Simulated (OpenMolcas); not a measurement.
**Lines of S³⁺: computed and rescaled rates**

| Property | Result |
| --- | --- |
| Program | OpenMolcas 26.06 |
| Method | MS-CASPT2, IPEA 0.25 Eh, imaginary shift 0.1 Eh (closed shells correlated: 2s 2p) |
| Basis | ANO-RCC-VTZP [5s4p2d1f] |
| Scalar Hamiltonian | DKH2, point nucleus |
| Active space | 3 electrons in 8 orbitals (3s 3p 4s 4p) |
| State averaging | 2S+1 = 4 odd, 1 root; 2S+1 = 2 odd, 11 roots; 2S+1 = 4 even, 3 roots; 2S+1 = 2 even, 9 roots |
| Spin-orbit coupling | state interaction with AMFI integrals over the reference wave functions, term energies averaged over their components |

Rates come from the transition moments of the reference wave functions (E1 and E2 in the length form). At fixed line strength A goes as λ^-3 for E1 and M1 and as λ^-5 for E2, so a rate at the computed wavelength can be rescaled to the measured one. Measured vacuum wavelengths follow from level energies in NIST levels in Podobedova, Kelleher and Wiese, J. Phys. Chem. Ref. Data 38, 171 (2009). Branching counts decays inside the model space alone, at computed energies, and the table is only a selection of the E1 lines, drawn from those between levels with measured partners whose computed energy lies within a factor of 1.5 of the measured one.

```
      Upper          Lower  Type  λ computed (nm)  λ measured (nm)  A computed (s-1)  A rescaled (s-1)  Branching %
3p³ ⁴S°_3/2  3s 3p² ⁴P_5/2    E1            79.11             80.4          5.04e+09          4.80e+09         49.6
3p³ ⁴S°_3/2  3s 3p² ⁴P_3/2    E1            78.81            80.05          3.40e+09          3.24e+09         33.5
3p³ ²D°_5/2  3s 3p² ²D_5/2    E1               97            109.9          2.57e+09          1.77e+09         76.4
3p³ ²D°_3/2  3s 3p² ²D_3/2    E1            96.97            109.9          2.41e+09          1.66e+09         72.1
3p³ ⁴S°_3/2  3s 3p² ⁴P_1/2    E1            78.62            79.83          1.71e+09          1.63e+09         16.9
3p³ ²D°_5/2  3s 3p² ²P_3/2    E1            161.7            196.5          5.94e+08          3.31e+08         17.7
3p³ ²D°_3/2  3s 3p² ²P_1/2    E1            160.3            194.4          5.25e+08          2.94e+08         15.7
3p³ ²D°_3/2  3s 3p² ²D_5/2    E1            97.02              110          3.19e+08          2.19e+08          9.5
3p³ ²D°_5/2  3s 3p² ²D_3/2    E1            96.94            109.8          1.97e+08          1.36e+08          5.9
3p³ ²D°_3/2  3s 3p² ²P_3/2    E1            161.8            196.8          8.82e+07          4.90e+07          2.6
```

The largest correction is for 3p³ ²D°_3/2 → 3s 3p² ²P_3/2 (E1): 8.82e+07 × (161.8 / 196.8)^3 = 4.90e+07 s-1, a factor of 0.56.

The computed order of these levels differs from the measured one in 1 place, and where term gaps are wrong the rates of spin-changing lines can be off by large factors.

No measured rate stands beside these. Rescaling mends the energy factor alone: line strengths can still be far off where a level mixes with configurations outside the active space, and weak or spin-changing lines hang on small mixing coefficients that depend on the term gaps too, so rescaling need not improve them.

CASPT2 does not keep the components of a term degenerate, so their means are used; among the terms shown or strongly mixed into the levels shown the widest spread is 1100 cm-1 (3p³ ²D°). Over all roots computed the reference weight is 0.88 to 0.99; the roots of lowest weight are the least certain, and an intruder state may touch them. Active for correlation alone: 4p 4s; no level in the range computed is led by a configuration that fills them, so any true level of that kind is missing. Terms of s pⁿ other than that of highest spin mix with s² pⁿ⁻² d, which this space lacks; all of them can be thousands of cm-1 off, and some have no real level of that name. Measured partners are found by configuration, term and J. A level has none where our copy of the source lacks it or the pairing is in doubt (some pairs that miss far off the trend of their configuration count as doubtful). Levels of configurations outside the active space are missing.

° marks odd parity.
